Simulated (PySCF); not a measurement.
HgI₂, SMILES [I][Hg][I]. Atoms are numbered in the order given.

```xyz
3

Hg     0.0000     0.0000     0.0000
I      0.0000     0.0000    -2.6330
I      0.0000     0.0000     2.6330
```
Charge 0, spin multiplicity 1.

The structure is a stationary point at PBE-D3(BJ)/def2-SVP. The isomer is the one that the SMILES or the coordinates give; other isomers of the formula were not compared. The def2 effective core potentials stand for the cores of Hg, I; spin–orbit coupling is left out.

All values below come from PBE/def2-TZVPD (PySCF).

Mulliken values depend strongly on the basis, most of all with diffuse functions as here. ESP charges are fitted to the potential on shells at 1.4 to 2.0 van der Waals radii. Atomic charges (e):

```
atom  ESP fit  Mulliken
----  -------  --------
Hg1       ___      0.40
I2        ___     -0.20
I3        ___     -0.20
```

Some entries are withheld; supply them. (An estimate is asked for; the answer gives what the named calculation found.)


- Hg1, ESP fit: 0.31
- I2, ESP fit: -0.15
- I3, ESP fit: -0.15
